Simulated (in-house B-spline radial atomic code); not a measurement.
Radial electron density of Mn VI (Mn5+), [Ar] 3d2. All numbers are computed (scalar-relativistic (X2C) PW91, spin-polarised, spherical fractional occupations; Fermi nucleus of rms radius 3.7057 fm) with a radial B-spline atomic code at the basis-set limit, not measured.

Columns: r (bohr), 4πr²n(r) (electrons per bohr), bar.

```
  0.0023   0.8006 #
 0.00275    1.097 #
 0.00328    1.492 ##
 0.00391    2.016 ###
 0.00466     2.71 ####
 0.00556    3.624 #####
 0.00663    4.804 ######
 0.00791    6.313 ########
 0.00943    8.191 ###########
  0.0112    10.43 ##############
  0.0134    13.19 #################
   0.016    16.32 ######################
  0.0191     19.7 ##########################
  0.0228    23.12 ###############################
  0.0271    26.18 ###################################
  0.0324    28.65 ######################################
  0.0386    29.96 ########################################
  0.0461    29.91 ########################################
  0.0549    28.54 ######################################
  0.0655     26.3 ###################################
  0.0782    24.16 ################################
  0.0932    23.27 ###############################
   0.111     24.4 ################################
   0.133    27.57 ####################################
   0.158    31.17 #########################################
   0.189    33.28 ############################################
   0.225    31.85 ##########################################
   0.268    26.67 ###################################
    0.32    19.45 ##########################
   0.382    13.44 ##################
   0.455    10.97 ##############
   0.543     11.8 ################
   0.648    13.56 ##################
   0.772    13.57 ##################
   0.921    11.06 ###############
     1.1    7.167 #########
    1.31      3.7 #####
    1.56    1.498 ##
    1.86   0.4677 #
    2.22   0.1115 
    2.65  0.01958 
    3.16 0.002407
```

On this grid the curve has 3 maxima, near 0.0386, 0.189, 0.772 bohr.

The 3d up radial function P(r) = rR(r), positive near the nucleus:

```json
{"r (bohr)": "0.0228", "P": "0.001601"}
{"r (bohr)": "0.0324", "P": "0.004219"}
{"r (bohr)": "0.0461", "P": "0.01085"}
{"r (bohr)": "0.0655", "P": "0.02675"}
{"r (bohr)": "0.0932", "P": "0.06283"}
{"r (bohr)": "0.133", "P": "0.1385"}
{"r (bohr)": "0.189", "P": "0.2766"}
{"r (bohr)": "0.268", "P": "0.491"}
{"r (bohr)": "0.382", "P": "0.7617"}
{"r (bohr)": "0.543", "P": "0.9898"}
{"r (bohr)": "0.772", "P": "1.037"}
{"r (bohr)": "1.1", "P": "0.8283"}
{"r (bohr)": "1.56", "P": "0.4741"}
{"r (bohr)": "2.22", "P": "0.1723"}
{"r (bohr)": "3.16", "P": "0.03152"}
```
Radii and densities under X2C are those of the two-component orbitals, without the picture-change correction, which makes inner s shells of heavy atoms about 5 % too small.
